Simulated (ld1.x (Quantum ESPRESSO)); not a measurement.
# Ranking PAW potentials for Co (Z = 27)

All share these settings but for the change named:

```
Element                 : cobalt (Co)
Generator               : ld1.x (Quantum ESPRESSO) 7.5
Type                    : PAW
Functional              : Wu–Cohen
Relativity              : scalar-relativistic
Frozen core             : [Ne] 3s2
Valence charge          : 15
Reference configuration : 3p6 3d7 4s1.5 4p0 (charge +0.5)
Partial waves           : 4s (bound): rcut 1.90, rcutus 2.40 bohr; 4s channel at 0.15 Ry: rcut 1.90, rcutus 2.40 bohr; 3p (bound): rcut 1.10, rcutus 1.25 bohr; 4p (bound, empty): rcut 1.10, rcutus 1.25 bohr; 3d (bound): rcut 1.10, rcutus 1.50 bohr; 3d channel at 0.3 Ry: rcut 1.10, rcutus 1.50 bohr
Local potential         : all-electron potential smoothed inside 2.35 bohr (lloc = -1)
Core correction         : Bessel-smoothed model core, default radius (core density twice the valence density)
Augmentation charge     : PSQ, inside the norm-conserving radii
```

Test errors are all-electron minus pseudo excitation energies from the reference, over 3p6 3d7 4s2 4p0; 3p6 3d7 4s1 4p0; 3p6 3d7 4s0 4p0; 3p6 3d7.5 4s1.5 4p0; 3p6 3d8 4s0 4p0; 3p6 3d7 4s0 4p2; 3p6 3d6 4s2 4p1. None of these files shows a bound ghost.

The base gives 22.3 meV.

Of 8 variants that were run, those that failed, showed a ghost or another fault, or gave nearly equal values are left out.

A variant can come out equal or close to the base, since the largest error may sit in a test that the change hardly touches while other tests move.

Question: Rank these variants by their largest absolute test error, smallest first.
A. waves 4s (bound): rcut 1.90, rcutus 3.36 bohr; 4s channel at 0.15 Ry: rcut 1.90, rcutus 3.36 bohr
B. waves 4s (bound): rcut 1.90, rcutus 2.14 bohr; 4s channel at 0.15 Ry: rcut 1.90, rcutus 2.14 bohr
C. waves 4s (bound): rcut 1.90, rcutus 3.54 bohr; 4s channel at 0.15 Ry: rcut 1.90, rcutus 3.54 bohr
D. waves 4s (bound): rcut 1.90, rcutus 2.86 bohr; 4s channel at 0.15 Ry: rcut 1.90, rcutus 2.86 bohr
E. waves 4s (bound): rcut 1.90, rcutus 3.08 bohr; 4s channel at 0.15 Ry: rcut 1.90, rcutus 3.08 bohr

Answer: D (22.2 meV), B (25.5 meV), E (31.3 meV), A (59.7 meV), C (93.8 meV).
